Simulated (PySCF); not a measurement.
**How the method changes the constants of BeS⁺**

State: ²Π (doublet), unpaired electrons π ↑. Set-up: PySCF, spin-free X2C with a Gaussian nucleus, basis sets Be jorge-DZP-DKH, S jorge-DZP-DKH. De refers to Be⁺ + S in their high-spin ground configurations, without counterpoise correction. The functionals are run spin-unrestricted. A positive dipole points towards S; it is taken about the centre of mass and depends on that origin.

| Level | Re (Å) | ωe (cm⁻¹) | De (eV) | μ (D) | CPU s a point (SCF and correlation, without the integrals) |
| --- | --- | --- | --- | --- | --- |
| UHF | 1.849 | 879 | 1.89 | -8.15 | 0.08 |
| UHF-MP2 | 1.864 | 862 | 2.93 | n/a | 0.12 |
| UHF-SCS-MP2 | 1.865 | 855 | 2.92 | n/a | n/a |
| UHF-CCSD | 1.867 | 846 | 2.95 | n/a | n/a |
| UHF-CCSD(T) | 1.873 | 835 | 3.05 | n/a | 0.93 |
| PBE | 1.865 | 835 | 3.47 | -7.10 | 0.41 |
| r²SCAN | 1.855 | 864 | 3.32 | -7.51 | 0.65 |
| M06-L | 1.843 | 890 | 3.61 | -7.64 | 0.65 |
| r²SCANh | 1.852 | 871 | 3.27 | -7.58 | 0.69 |
| PBE0 | 1.851 | 865 | 3.29 | -7.42 | 0.61 |
| BHandHLYP | 1.842 | 877 | 3.09 | -7.61 | 0.37 |

Q: Which functional lies closest to UHF-CCSD(T) in De, which farthest, and by how much do they differ from it?

A: Closest is BHandHLYP (-3.1 pm in Re, +5.0 % in ωe, +0.04 eV in De against UHF-CCSD(T) in the same basis), farthest M06-L (-3.0 pm in Re, +6.6 % in ωe, +0.56 eV in De). CCSD(T) converges more slowly with the basis than the functionals do and binds too weakly in this one, so the order can change at the basis-set limit.

Q: What does the triples do here, going from UHF-CCSD to UHF-CCSD(T)?

A: UHF-CCSD(T) less UHF-CCSD: +0.6 pm in Re, -1.3 % in ωe, +0.10 eV in De. Correlation nearly always deepens the well. The bond lengthens, as in strong covalent bonds, where excitations into antibonding orbitals dominate.

Q: What does all correlation do here, going from UHF to UHF-CCSD(T)?

A: UHF-CCSD(T) less UHF: +2.4 pm in Re, -5.0 % in ωe, +1.16 eV in De. Correlation nearly always deepens the well. The bond lengthens, as in strong covalent bonds, where excitations into antibonding orbitals dominate.

Correlated steps freeze 5 core orbitals. Correlated levels converge slowly with the basis: in double zeta they bind strong bonds too weakly, by up to about 1 eV, and carry superposition errors of some tenths. For an ion De counts to the pair picked by the measured ionisation energies or electron affinities, which need not be the lowest pair at this level. The state was picked by a PBE0 search and need not be the measured ground state.

The whole job (state search and all levels along the bond) took about 1.1 min on 1 thread of Arm Neoverse V1 (shared host), peak memory 0.43 GiB.
